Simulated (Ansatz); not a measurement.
Ansatz (a quantum-chemistry and plane-wave program) input (B3LYP-D3(BJ)/def2-TZVP):

Ansatz 0.2 input:
```yaml
crystal:
  periodic: [false, false, false]
  atoms:
    - {symbol: Cu, position_ang: [-0.83803468, -0.59910312, -0.71735571]}
    - {symbol: I, position_ang: [0.81069924, 0.64209554, 0.72683102]}
basis:
  gaussian:
    orbitals: def2-TZVP
hamiltonian:
  xc: b3lyp
  dispersion: d3bj
magnetization: {spin_polarized: true, initial_magnetization: 2}
relax: {f_tol: 0.002, max_steps: 150}
```

End of the output:

```
relax step   2: F+E_penalty+E_count = -52744.95445595 eV  Δ(F+E_penalty+E_count) = -4.602e-3 eV  max|allowed force component| = 3.661e-2 eV/Å  Δτ_max = 0.0166 Å  (65 SCF iters, accepted)
these checks for a lower state are left out or cut short: starts, cluster_reference, orbital_swaps, neighbouring_geometries, increment
integrals: 0.05 GiB planned
977 factors; integrals over basis functions are off by at most 4.1e-4 eV
mean field: 0.62 GiB planned
mean field evaluation 64: about -52744.8448 eV, gradient 1.2e-3 eV
mean field -52744.87243997 eV, -1938.3383104102 hartree, gradient 2.4e-6 eV, S^2 2.005722; 0 other end points of the search recorded, 0 dependent functions left out
the calculation of the forces begins
reference -52744.87262368 eV, -1938.3383171616 hartree; 28, 26 occupied and 67, 69 virtual orbitals, 977 factors
relax step   3: F+E_penalty+E_count = -52744.95478873 eV  Δ(F+E_penalty+E_count) = -3.328e-4 eV  max|allowed force component| = 3.773e-3 eV/Å  Δτ_max = 0.0054 Å  (73 SCF iters, accepted)
these checks for a lower state are left out or cut short: starts, cluster_reference, orbital_swaps, neighbouring_geometries, increment
integrals: 0.05 GiB planned
977 factors; integrals over basis functions are off by at most 4.1e-4 eV
mean field: 0.62 GiB planned
mean field -52744.87244898 eV, -1938.3383107413 hartree, gradient 3.6e-6 eV, S^2 2.005720; 0 other end points of the search recorded, 0 dependent functions left out
the calculation of the forces begins
reference -52744.87263272 eV, -1938.3383174936 hartree; 28, 26 occupied and 67, 69 virtual orbitals, 977 factors
relax step   4: F+E_penalty+E_count = -52744.95479244 eV  Δ(F+E_penalty+E_count) = -3.706e-6 eV  max|allowed force component| = 3.641e-5 eV/Å  Δτ_max = 0.0006 Å  (56 SCF iters, accepted)
integrals: 0.05 GiB planned
977 factors; integrals over basis functions are off by at most 4.1e-4 eV
mean field: 0.62 GiB planned
mean field evaluation 96: about -52744.8721 eV, gradient 2.3e-1 eV
mean field evaluation 128: about -52744.6951 eV, gradient 8.3e0 eV
mean field -52744.87244898 eV, -1938.3383107413 hartree, gradient 3.6e-6 eV, S^2 2.005720; 5 other end points of the search recorded, 0 dependent functions left out
the calculation of the forces begins
reference -52744.87263272 eV, -1938.3383174936 hartree; 28, 26 occupied and 67, 69 virtual orbitals, 977 factors
Total energy: -52744.95497618 eV, -1938.3413435600 hartree
Atom 0 at    -0.852851    -0.610257    -0.730334 Å, force    -0.000036    -0.000027    -0.000032 eV/Å
Atom 1 at     0.825516     0.653250     0.739809 Å, force     0.000036     0.000027     0.000032 eV/Å
Dipole moment:     0.023724     0.017860     0.020781 e Å
```

The spin state was set by rule; other spins were not relaxed.
